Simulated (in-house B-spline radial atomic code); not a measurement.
Zn. Computed with a B-spline radial atomic code. Model: non-relativistic spherical atom: semilocal Troullier-Martins pseudo-atom, one channel per l, against all electrons, high spin, G0W0 and RPA with empty states to l = 8, local potential for every l without a channel, a model core (radius 0 = none) keeps its share of the functional.

What the tables leave out is listed at the end.

The pseudopotential gives back the lowest level of each angular momentum of its own functional in the configuration it was made in; a second state of the same l is only approximately right. Exact exchange, RPA and GW see the smooth pseudo-orbitals and miss the exchange with the core, for which the functional's share stands in. The column with an uncorrelated core keeps all orbitals and exact exchange, and so separates missing core correlation from pseudisation. Only the three outermost levels and the lowest empty one were computed. RPA here is direct RPA, with no exchange kernel, and its energies carry an (l + 1/2)⁻⁴ tail. A hybrid on a potential with a model core restores only its own semilocal share of the core's exchange.

Command:
```bash
python run_psgw.py task.json out
```
Settings (lengths in bohr, energies in hartree):
```
Z                      30
electrons              30
configuration          [Ar] 3d10 4s2
generated_in           [Ar] 3d10 4s2
functional             lda,vwn
core_shells            3
radius_factor          1.15
core_correction        False
ion_configuration      [Ar] 3d10 4s1
```

Cost of the run: 77 s on 1 thread of Arm Neoverse N1, on a shared host.

Given: made with LDA VWN5; model core radius 0 bohr; local radius 0.874 bohr; mean-field start LDA VWN5.

Valence shells of the generating configuration: 3s, 3p, 3d, 4s.

Channel: s 0.686, p 0.686, d 1.939 (radii in bohr).

Computed: largest level miss in the spin-unpolarised generating configuration 0.059 eV; all-electron RPA polarisability, core included 30.6 bohr³; pseudo-atom RPA polarisability 30.096 bohr³; ionisation by mean-field all-electron 9.6862 eV; ionisation by mean-field pseudo minus all 0.079 eV; ionisation by RPA all-electron 9.5475 eV; ionisation by RPA pseudo minus all 0.142 eV.

```tsv
level	occupied	mean-field all-electron (eV)	mean-field pseudo minus all (eV)	G0W0 all-electron (eV)	G0W0 uncorrelated core minus all (eV)	G0W0 pseudo minus all (eV)	exchange self-energy all-electron (eV)	exchange self-energy pseudo (eV)
4s	1	-6.0607	-0.059	-9.2662	0.004	-0.14	-11.917	-11.591
```

Q: What is the valence RPA correlation energy all-electron orbitals?

A: -1.5202 hartree.

Q: What is the valence RPA correlation energy pseudo?

A: -1.2908 hartree.

Given: mean-field start PBE0.

Computed: valence RPA correlation energy all-electron orbitals -1.4433 hartree; valence RPA correlation energy pseudo -1.2297 hartree; all-electron RPA polarisability, core included 28.852 bohr³; ionisation by mean-field all-electron 9.0695 eV; ionisation by RPA all-electron 9.3734 eV; ionisation by RPA pseudo minus all 0.134 eV.

```json
{"level": "4s", "occupied": "1", "mean-field all-electron (eV)": "-6.5448", "mean-field pseudo minus all (eV)": "-0.023", "G0W0 all-electron (eV)": "-9.2353", "G0W0 uncorrelated core minus all (eV)": "0.004", "G0W0 pseudo minus all (eV)": "-0.118", "exchange self-energy all-electron (eV)": "-11.482", "exchange self-energy pseudo (eV)": "-11.136"}
```

Q: What is the pseudo-atom RPA polarisability?

A: 28.752 bohr³.

Q: What is the ionisation by mean-field pseudo minus all?

A: 0.033 eV.

Given: mean-field start Hartree-Fock.

Computed: valence RPA correlation energy all-electron orbitals -1.2763 hartree; valence RPA correlation energy pseudo -1.1007 hartree; pseudo-atom RPA polarisability 24.428 bohr³; ionisation by mean-field all-electron 7.6223 eV; ionisation by RPA all-electron 8.9276 eV; ionisation by RPA pseudo minus all 0.149 eV.

| level | occupied | mean-field all-electron (eV) | mean-field pseudo minus all (eV) | G0W0 all-electron (eV) | G0W0 uncorrelated core minus all (eV) | G0W0 pseudo minus all (eV) | exchange self-energy all-electron (eV) | exchange self-energy pseudo (eV) |
| --- | --- | --- | --- | --- | --- | --- | --- | --- |
| 4s | 1 | -7.9595 | -0.13 | -9.073 | 0.004 | -0.185 | -10.496 | -10.399 |
| 3d | 1 | -21.294 | 0.451 | -18.659 | 0.097 | -0.37 | -52.614 | -44.243 |

Q: What is the ionisation by mean-field pseudo minus all?

A: 0.123 eV.

Q: What is the all-electron RPA polarisability, core included?

A: 25.248 bohr³.

Among the listed levels the largest G0W0 shift of the pseudo-atom is -0.37 eV, for 3d on the Hartree-Fock start, while leaving the core uncorrelated moves that level by +0.10 eV. So pseudisation and the lost core exchange, not the missing core correlation, make the error. Not in the tables (levels of low weight, unsolved or above zero; the highest and the empty levels are kept at any weight): on LDA the G0W0 levels 3d (pseudo minus all +0.09 eV, weights 0.16 and 0.29), 3p (pseudo minus all -0.96 eV, weights 0.08 and 0.09), 4p (pseudo minus all +0.02 eV, weights 0.91 and 0.90); on PBE0 the G0W0 levels 3d (pseudo minus all -0.12 eV, weights 0.69 and 0.65), 3p (pseudo minus all -0.64 eV, weights 0.27 and 0.42), 4p (pseudo minus all -0.00 eV, weights 0.94 and 0.94); on Hartree-Fock the G0W0 levels 3p (pseudo minus all -3.99 eV, weights -0.00 and 0.13).
